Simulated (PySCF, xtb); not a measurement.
C2H8GeOSi, SMILES C[Si@H]1O[CH2][GeH2]1.

Harmonic wavenumbers (cm⁻¹) from GFN2-xTB in xtb at its own minimum, in rising order: 91, 97, 125, 205, 277, 319, 385, 485, 499, 588, 627, 659, 735, 737, 800, 814, 858, 872, 1012, 1147, 1220, 1363, 1467, 1472, 1479, 1794, 1887, 2193, 2913, 2942, 3036, 3049, 3061.

### Question
What does PBE-D3(BJ)/def2-SVP (PySCF) give at its own minimum? (Estimate from the structure and the level; the computed values follow.)

### Answer
70, 126, 147, 215, 329, 342, 381, 488, 556, 604, 629, 664, 712, 748, 783, 802, 837, 885, 1003, 1159, 1192, 1209, 1371, 1378, 1417, 2046, 2066, 2126, 2959, 2973, 3018, 3071, 3087. Paired by order, the mean absolute difference is 43 cm⁻¹ and the zero-point energies are 56.1 and 56.3 kcal/mol.
